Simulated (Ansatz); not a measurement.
| atom | x (Å) | y (Å) | z (Å) |
| --- | --- | --- | --- |
| K | 0.0477 | 0.0076 | -1.2663 |
| Cl | 0.0332 | -0.0355 | 1.3894 |

Basis set: 6-31G (spherical functions). Left uncorrelated: 10 orbitals. Charge 0, multiplicity 1.

Computed with Ansatz (development build ahead of 0.2.0); each method stands on the lowest determinant of its kind that the runs found. Restricted open shells among the atoms or ions are ROHF, correlated in semicanonical orbitals with singles.

(1) Give the atomization energy at this shape (free ground-state atoms in the same class of orbitals less the molecule, no zero-point energy) of singlet KCl by RHF-MP2, RHF.

Answers

(1)

```json
{"method": "RHF-MP2", "atomization energy": "83.23 kcal/mol"}
{"method": "RHF", "atomization energy": "73.65 kcal/mol"}
```

This basis has no polarisation functions and is too small for such energies, which can lie far from measured ones in either direction.
